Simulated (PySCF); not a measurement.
Mg(SH)(SMe), SMILES C[S][Mg][SH] at its PBE0/def2-SVP optimised geometry (Å):

```
8

Mg    -0.7242     1.1199     0.0000
S     -3.0324     1.1958    -0.0045
H     -3.1339     0.3555    -1.0602
S      1.5805     1.1199     0.0000
C      2.0362    -0.2118     1.1739
H      1.6849    -0.0049     2.1945
H      3.1339    -0.2535     1.1960
H      1.6670    -1.1958     0.8526
```

Calculation: PBE0/def2-TZVP run with PySCF. Cells within 0.4 Å of a nucleus heavier than hydrogen are left out (blank, or x).

Map of the deformation density (molecule minus spherical neutral atoms) (e/bohr³) on the plane z = 0.0 Å:

```
|222222222222222222222222222|
|222222222222222222222222222|
|222222222222222222222222222|
|222222222222222222222222222|
|222222222222222222222222222|
|222222222211112222222222222|
|222222222111111222222222222|
|222222222110011222222222222|
|222234444200012334422222222|
|222259667411125537832222222|
|22224xx6961xx389xx631122222|
|222222x3851x13782x011112222|
|222122234310024401100112222|
|222112222200012212100112222|
|222222222111111111000112222|
|222222222111111100001112222|
|222222222221111100111122222|
|222222222222221111111222222|
|222222222222222111112222222|
|222222222222222222222222222|
|222222222222222222222222222|
|222222222222222222222222222|
|222222222222222222222222222|
|222222222222222222222222222|
|222222222222222222222222222|
|222222222222222222222222222|
|222222222222222222222222222|
```
Scale: ten equal steps from -0.008 (start of '0') to 0.027 (end of '9'), in the order '0123456789'; x runs from -5.50 to 5.50, y from -5.50 (bottom) to 5.50 (top).
